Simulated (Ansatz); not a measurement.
A structure relaxed at PBE0-D4/def2-TZVP, charge 0, multiplicity 1:

Cartesian coordinates in Å:
```
B -0.088 0.257 -2.696
N 0.265 -0.476 -1.557
Si -0.473 -0.360 0.003
O 0.600 0.339 1.025
C 0.435 0.367 2.423
H 0.511 0.090 -3.720
H -0.993 1.039 -2.624
H 1.039 -1.120 -1.649
H -1.709 0.444 -0.146
H -0.791 -1.718 0.528
H -0.347 1.075 2.717
H 1.376 0.685 2.874
H 0.177 -0.622 2.821
```

**Question.** Give its formula and SMILES.

**Answer.** CH8BNOSi, `BN[SiH2]OC`.

**Question.** Point group (tolerance 0.08 Å, 0.16 Å for H)?

**Answer.** C1.

**Question.** Summarise the bond lengths by kind.

**Answer.** 1 × B–N 1.400 Å; 2 × B–H 1.197 to 1.198 Å; 1 × N–Si 1.730 Å; 1 × H–N 1.011 Å; 1 × O–Si 1.639 Å; 2 × H–Si 1.482 to 1.490 Å; 1 × C–O 1.408 Å; 3 × C–H 1.091 to 1.097 Å.

All numbers were calculated with Ansatz.
